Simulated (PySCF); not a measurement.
CH$_{6}$BO, CH$_{5}$AlBO, C$_{2}$H$_{8}$AlB, C$_{2}$H$_{7}$AlB and others (calculated)

All values are calculated (PySCF 2.14.0). Calculation on a computer-drawn molecule: the log of a Hartree-Fock and frozen-core CCSD(T) single point meant for a local Hartree-Fock minimum, with one planted fault or none, to be diagnosed. Offsets are logged minus clean, where the clean run is the same molecule without the fault. The reference is restricted for singlets and unrestricted otherwise, and also for a bond in bohr or an excited solution. Adding or removing an electron swaps singlet and doublet. The excited solution moves the top pair (singlet) or top alpha electron (doublet) to the lowest empty orbital. Highest occupied and lowest empty are orbital energies over both spins, largest force is the largest gradient component, triples share is (T) over the correlation energy, the T1 limit is 0.02 restricted and 0.045 unrestricted, electrons count all cores, a negative frequency is imaginary (commonest isotopes), and the dipole is about the centre of nuclear charge.

Common to all runs: logged SCF converged yes; possible faults no fault, one electron removed, one electron added, multiplicity raised by two, geometry at a saddle point, SCF held on an excited solution, minimal basis STO-3G, one bond length entered in bohr, all coordinates scaled.

```json
{"entry": 1, "formula": "CH6BO", "logged_structure": {"atoms_angstrom": [["C", -1.3179, 0.5708, -1.8609], ["B", -0.6595, 1.7655, -0.9229], ["O", 2.166, 1.9404, -1.2724], ["H", -0.8911, -0.416, -1.6266], ["H", -1.1486, 0.7425, -2.9371], ["H", -2.407, 0.4954, -1.7226], ["H", -1.2087, 2.8671, -1.2236], ["H", -0.8756, 1.5271, 0.2853], ["H", 2.3438, 2.2489, -2.1432]]}, "given": {"meant_charge": -1, "meant_multiplicity": 1, "meant_basis": "aug-cc-pVDZ", "logged_electrons": 26, "logged_basis_functions": 123, "logged_spin_squared": 0.0, "logged_highest_occupied [eV]": -4.1068, "logged_lowest_empty [eV]": 3.5883, "logged_largest_force [hartree/bohr]": 0.072873, "logged_T1_diagnostic": 0.025141, "logged_D1_diagnostic": 0.097457, "logged_triples_share": 0.033157, "logged_CC_converged": "yes", "logged_dipole_magnitude [debye]": 7.0373, "logged_SCF_stable_within_its_kind": "yes", "logged_energy_HF [hartree]": -140.83679, "logged_energy_CCSD(T) [hartree]": -141.38396, "drawn_bonds_atom": [1, 2, 1, 1, 1, 2, 2, 3], "drawn_bonds_other_atom": [2, 3, 4, 5, 6, 7, 8, 9], "drawn_bonds_order": [1, 1, 1, 1, 1, 1, 1, 1]}, "results": {"planted_fault": "one bond length entered in bohr, row 2 of the drawn bonds", "HF_energy_offset_from_clean_run [kcal/mol]": 66.91, "CCSD(T)_energy_offset_from_clean_run [kcal/mol]": 63.71}}
{"entry": 2, "formula": "CH5AlBO", "logged_structure": {"atoms_angstrom": [["C", -0.7386, -0.5487, -1.5756], ["B", 0.6647, -0.6565, -1.61], ["Al", 1.8402, 0.9605, -1.3917], ["O", 2.7024, 2.1273, -1.2367], ["H", -0.9807, -0.7433, -0.6213], ["H", -1.129, 0.3316, -1.8038], ["H", -1.1664, -1.2626, -2.1172], ["H", 1.2447, -1.5662, -1.69], ["H", 3.214, 2.8078, -1.147]]}, "given": {"meant_charge": 1, "meant_multiplicity": 1, "meant_basis": "cc-pV(D+d)Z", "logged_electrons": 36, "logged_basis_functions": 90, "logged_spin_squared": 0.0, "logged_highest_occupied [eV]": -16.347, "logged_lowest_empty [eV]": -4.4316, "logged_largest_force [hartree/bohr]": 0.11249, "logged_T1_diagnostic": 0.012832, "logged_D1_diagnostic": 0.03249, "logged_triples_share": 0.022601, "logged_CC_converged": "yes", "logged_dipole_magnitude [debye]": 1.3538, "logged_SCF_stable_within_its_kind": "yes", "logged_energy_HF [hartree]": -381.95753, "logged_energy_CCSD(T) [hartree]": -382.44844, "drawn_bonds_atom": [1, 2, 3, 1, 1, 1, 2, 4], "drawn_bonds_other_atom": [2, 3, 4, 5, 6, 7, 8, 9], "drawn_bonds_order": [1, 1, 1, 1, 1, 1, 1, 1]}, "results": {"planted_fault": "all coordinates scaled, by -9.1 %", "HF_energy_offset_from_clean_run [kcal/mol]": 53.65, "CCSD(T)_energy_offset_from_clean_run [kcal/mol]": 61.93}}
{"entry": 3, "formula": "C2H8AlB", "logged_structure": {"atoms_angstrom": [["C", -2.29, -0.8582, -3.0676], ["B", -2.0036, 0.2489, -1.971], ["Al", -0.0954, 1.145, -1.4877], ["C", 1.0891, 0.4908, -0.0483], ["H", -1.4207, -1.3873, -3.4636], ["H", -2.7559, -0.3225, -3.9102], ["H", -3.0338, -1.5909, -2.738], ["H", -2.9918, 0.65, -1.395], ["H", 0.4101, 2.4182, -2.3055], ["H", 2.0691, 0.2111, -0.4559], ["H", 0.6968, -0.3748, 0.4943], ["H", 1.2794, 1.285, 0.6847]]}, "given": {"meant_charge": 0, "meant_multiplicity": 1, "meant_basis": "cc-pV(D+d)Z", "logged_electrons": 37, "logged_basis_functions": 105, "logged_spin_squared": 0.7648, "logged_highest_occupied [eV]": -15.675, "logged_lowest_empty [eV]": -6.991, "logged_largest_force [hartree/bohr]": 0.076219, "logged_T1_diagnostic": 0.017397, "logged_D1_diagnostic": 0.081058, "logged_triples_share": 0.02834, "logged_CC_converged": "yes", "logged_dipole_magnitude [debye]": 2.0915, "logged_SCF_stable_within_its_kind": "yes", "logged_energy_HF [hartree]": -346.67014, "logged_energy_CCSD(T) [hartree]": -347.16309, "drawn_bonds_atom": [1, 2, 3, 1, 1, 1, 2, 3, 4, 4, 4], "drawn_bonds_other_atom": [2, 3, 4, 5, 6, 7, 8, 9, 10, 11, 12], "drawn_bonds_order": [1, 1, 1, 1, 1, 1, 1, 1, 1, 1, 1]}, "results": {"planted_fault": "one electron removed", "HF_energy_offset_from_clean_run [kcal/mol]": 189.0, "CCSD(T)_energy_offset_from_clean_run [kcal/mol]": 203.0}}
{"entry": 4, "formula": "C2H7AlB", "logged_structure": {"atoms_angstrom": [["C", -1.226, 1.1, -1.0245], ["B", -0.599, 0.173, 0.0983], ["Al", 0.8384, 0.7451, 1.5929], ["C", 2.8017, 0.4761, 1.5096], ["H", -1.2152, 0.5724, -1.9863], ["H", -0.7576, 2.0767, -1.1616], ["H", -2.2865, 1.2639, -0.7904], ["H", -1.0872, -0.9302, 0.2022], ["H", 3.2206, 0.9718, 0.6246], ["H", 3.0343, -0.5921, 1.4114], ["H", 3.3331, 0.8534, 2.3875]]}, "given": {"meant_charge": 0, "meant_multiplicity": 2, "meant_basis": "cc-pV(D+d)Z", "logged_electrons": 37, "logged_basis_functions": 100, "logged_spin_squared": 0.9252, "logged_highest_occupied [eV]": -5.1404, "logged_lowest_empty [eV]": -0.24918, "logged_largest_force [hartree/bohr]": 0.035815, "logged_dipole_magnitude [debye]": 0.97392, "logged_SCF_stable_within_its_kind": "no", "logged_energy_HF [hartree]": -346.3001, "drawn_bonds_atom": [1, 2, 3, 1, 1, 1, 2, 4, 4, 4], "drawn_bonds_other_atom": [2, 3, 4, 5, 6, 7, 8, 9, 10, 11], "drawn_bonds_order": [1, 1, 1, 1, 1, 1, 1, 1, 1, 1]}, "results": {"planted_fault": "SCF held on an excited solution", "HF_energy_offset_from_clean_run [kcal/mol]": 43.01}, "notes": ["coupled-cluster numbers left out as unreliable"]}
{"entry": 5, "formula": "CH3AlBF", "logged_structure": {"atoms_angstrom": [["C", -2.3151, -0.6111, 0.5938], ["B", -0.7973, -1.0408, 0.6847], ["F", -0.5131, -1.9156, 1.682], ["Al", 0.9918, -0.3728, -0.5536], ["H", -2.6263, -0.3069, -0.4092], ["H", -2.9948, -1.3837, 0.9672], ["H", -2.4407, 0.2696, 1.2414]]}, "given": {"meant_charge": 0, "meant_multiplicity": 1, "meant_basis": "cc-pV(D+d)Z", "logged_electrons": 36, "logged_basis_functions": 80, "logged_spin_squared": 2.0206, "logged_highest_occupied [eV]": -6.3308, "logged_lowest_empty [eV]": 0.36968, "logged_largest_force [hartree/bohr]": 0.013404, "logged_T1_diagnostic": 0.029134, "logged_D1_diagnostic": 0.12475, "logged_triples_share": 0.027949, "logged_CC_converged": "yes", "logged_dipole_magnitude [debye]": 1.419, "logged_SCF_stable_within_its_kind": "yes", "logged_energy_HF [hartree]": -405.64953, "logged_energy_CCSD(T) [hartree]": -406.14218, "drawn_bonds_atom": [1, 2, 2, 1, 1, 1], "drawn_bonds_other_atom": [2, 3, 4, 5, 6, 7], "drawn_bonds_order": [1, 1, 1, 1, 1, 1]}, "results": {"planted_fault": "multiplicity raised by two", "HF_energy_offset_from_clean_run [kcal/mol]": 12.49, "CCSD(T)_energy_offset_from_clean_run [kcal/mol]": 21.74}}
{"entry": 6, "formula": "CH3AlBF", "logged_structure": {"atoms_angstrom": [["C", -2.3151, -0.6111, 0.5938], ["B", -0.7973, -1.0408, 0.6847], ["F", -0.5131, -1.9156, 1.682], ["Al", 0.9918, -0.3728, -0.5536], ["H", -2.6263, -0.3069, -0.4092], ["H", -2.9948, -1.3837, 0.9672], ["H", -2.4407, 0.2696, 1.2414]]}, "given": {"meant_charge": 0, "meant_multiplicity": 1, "meant_basis": "cc-pV(D+d)Z", "logged_electrons": 36, "logged_basis_functions": 80, "logged_spin_squared": 0.0, "logged_highest_occupied [eV]": -5.2438, "logged_lowest_empty [eV]": -1.6845, "logged_largest_force [hartree/bohr]": 0.027991, "logged_CC_converged": "no", "logged_dipole_magnitude [debye]": 2.0688, "logged_SCF_stable_within_its_kind": "no", "logged_energy_HF [hartree]": -405.5127, "drawn_bonds_atom": [1, 2, 2, 1, 1, 1], "drawn_bonds_other_atom": [2, 3, 4, 5, 6, 7], "drawn_bonds_order": [1, 1, 1, 1, 1, 1]}, "results": {"planted_fault": "SCF held on an excited solution", "HF_energy_offset_from_clean_run [kcal/mol]": 98.35}, "notes": ["CCSD not converged"]}
{"entry": 7, "formula": "CH6AlBO", "logged_structure": {"atoms_angstrom": [["C", 0.3996, -0.0386, 1.0898], ["B", 0.7411, 0.7071, -0.2643], ["O", 1.5668, 1.7845, -0.1653], ["Al", -0.0467, 0.0685, -2.2147], ["H", 0.8571, 0.4371, 1.9617], ["H", -0.6849, -0.0876, 1.2441], ["H", 0.7382, -1.0813, 1.0437], ["H", 1.7607, 2.2123, -0.9846], ["H", -1.8817, -2.2826, -2.5564], ["H", 0.351, 0.8667, -3.5375]]}, "given": {"meant_charge": 0, "meant_multiplicity": 1, "meant_basis": "cc-pV(D+d)Z", "logged_electrons": 38, "logged_basis_functions": 95, "logged_spin_squared": 0.7889, "logged_highest_occupied [eV]": -7.6318, "logged_lowest_empty [eV]": 0.3398, "logged_largest_force [hartree/bohr]": 0.0094904, "logged_T1_diagnostic": 0.052758, "logged_D1_diagnostic": 0.25565, "logged_triples_share": 0.0306, "logged_CC_converged": "yes", "logged_dipole_magnitude [debye]": 1.0815, "logged_SCF_stable_within_its_kind": "yes", "logged_energy_HF [hartree]": -382.76239, "logged_energy_CCSD(T) [hartree]": -383.29839, "drawn_bonds_atom": [1, 2, 2, 1, 1, 1, 3, 4, 4], "drawn_bonds_other_atom": [2, 3, 4, 5, 6, 7, 8, 9, 10], "drawn_bonds_order": [1, 1, 1, 1, 1, 1, 1, 1, 1]}, "results": {"planted_fault": "one bond length entered in bohr, row 8 of the drawn bonds", "HF_energy_offset_from_clean_run [kcal/mol]": 61.79, "CCSD(T)_energy_offset_from_clean_run [kcal/mol]": 66.49}, "notes": ["T1 above single-reference limit"]}
{"entry": 8, "formula": "CH4AlBO", "logged_structure": {"atoms_angstrom": [["C", -0.367, 0.195, 0.4081], ["B", 0.6295, -0.8795, 1.0285], ["O", 0.5912, -0.9697, 2.3925], ["Al", 1.9673, -2.1195, -0.3451], ["H", 0.1737, 0.9225, -0.2107], ["H", -0.9292, 0.7414, 1.1717], ["H", -1.0851, -0.2917, -0.265], ["H", 1.1779, -1.6083, 2.7639]]}, "given": {"meant_charge": 0, "meant_multiplicity": 1, "meant_basis": "cc-pV(D+d)Z", "logged_electrons": 37, "logged_basis_functions": 85, "logged_spin_squared": 1.1245, "logged_highest_occupied [eV]": -0.22138, "logged_lowest_empty [eV]": 6.1236, "logged_largest_force [hartree/bohr]": 0.023462, "logged_T1_diagnostic": 0.056266, "logged_D1_diagnostic": 0.25759, "logged_triples_share": 0.028841, "logged_CC_converged": "yes", "logged_dipole_magnitude [debye]": 7.0316, "logged_SCF_stable_within_its_kind": "yes", "logged_energy_HF [hartree]": -381.66384, "logged_energy_CCSD(T) [hartree]": -382.18747, "drawn_bonds_atom": [1, 2, 2, 1, 1, 1, 3], "drawn_bonds_other_atom": [2, 3, 4, 5, 6, 7, 8], "drawn_bonds_order": [1, 1, 1, 1, 1, 1, 1]}, "results": {"planted_fault": "one electron added", "HF_energy_offset_from_clean_run [kcal/mol]": 4.223, "CCSD(T)_energy_offset_from_clean_run [kcal/mol]": 0.1367}, "notes": ["T1 above single-reference limit"]}
```
